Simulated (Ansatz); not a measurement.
Frontier orbitals of C₂H₇GeN, SMILES `C=C[NH][GeH3]`.

Cartesian coordinates in Å:
```
C -0.204 -2.122 -0.453
C -0.372 -0.799 -0.419
N 0.025 0.060 0.583
Ge 0.264 1.867 0.328
H 0.318 -2.656 0.334
H -0.604 -2.700 -1.274
H -0.901 -0.309 -1.234
H 0.540 -0.380 1.330
H 1.553 2.184 -0.458
H 0.336 2.496 1.726
H -0.955 2.359 -0.464
```

The species carries charge 0 and has multiplicity 1. Correlated methods include outer-core shells of Ge, which these sets cover unevenly. Scalar relativity is left out up to krypton. Geometry: relaxed with PBE0-D4/def2-TZVP. It is one conformer, not always the lowest. Basis def2-TZVPP, Ansatz.

| functional | HOMO (eV) | LUMO (eV) | gap (eV) |
| --- | --- | --- | --- |
| LDA (SPW92) | -4.99 | -0.70 | 4.29 |
| PBE | -4.82 | -0.45 | 4.37 |
| BLYP | -4.68 | -0.37 | 4.31 |
| PBE0 | -5.92 | 0.40 | 6.32 |
| ωB97M-V | -8.11 | 2.10 | 10.21 |

A quarter of exact exchange (PBE0) shifts PBE's HOMO by −1.10 eV and its LUMO by +0.86 eV; full exchange at long range (ωB97M-V) shifts them by −3.29 and +2.55 eV. The gap opens from 4.37 to 10.21 eV, since occupied levels lose self-interaction and empty ones feel all the electrons. A positive LUMO is unbound and depends on the basis.
